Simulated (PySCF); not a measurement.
# PAu at UHF

Level: UHF. PySCF, scalar-relativistic core potentials, basis sets P def2-TZVPP, Au def2-TZVPP with ECP60.

| Item | Value |
| --- | --- |
| state | ³Σ⁻ (triplet), unpaired electrons π ↑↑ |
| bond length | 2.329 Å |
| harmonic wavenumber | 310 cm⁻¹ |
| force constant | 1.52 mdyn/Å |
| rotational constant Be | 0.1161 cm⁻¹ |
| anharmonicity ωexe | 2.56 cm⁻¹ |
| vibration–rotation constant αe | 0.000777 cm⁻¹ |
| bond order (Mayer) | 1.14 |
| dipole moment (positive dipole means P(−)Au(+)) | 2.93 D |

These are scalar-relativistic numbers at best; spin–orbit coupling would shift them, the dissociation energy most. Hartree–Fock leaves out correlation, which carries a large part of most bond energies and some tenths to 1 eV of ionisation energies. With d or f electrons several states lie close, and the lowest PBE0 determinant need not be the measured ground state.
